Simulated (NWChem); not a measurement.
**A calculation on HfO**

```xyz
2

Hf     0.0000     0.0000     0.1778
O      0.0000     0.0000    -1.6003
```
Charge 0, spin multiplicity 1.

Program: NWChem. The geometry was optimised at PBE/def2-SVP with def2 effective core potentials on Hf, a minimum by its harmonic frequencies.

Symmetry labels belong to the abelian group C2v used in the runs, with the axes of the coordinates shown; states degenerate in a higher group split over its labels.

Effective core potentials replace the inner electrons of Hf; spin-orbit coupling is left out. The structure started from a generated list of species.

Problem. List the lowest 3 singlet excitations that TD-PBE/def2-SVPD with def2 effective core potentials on Hf gives, with oscillator strengths.

Solution. 
| state | symmetry | energy (eV) | wavelength (nm) | f |
|---|---|---|---|---|
| 1 | a1 | 1.94 | 640 | 0.000 |
| 2 | a2 | 1.94 | 640 | 0.000 |
| 3 | b2 | 3.15 | 393 | 0.130 |
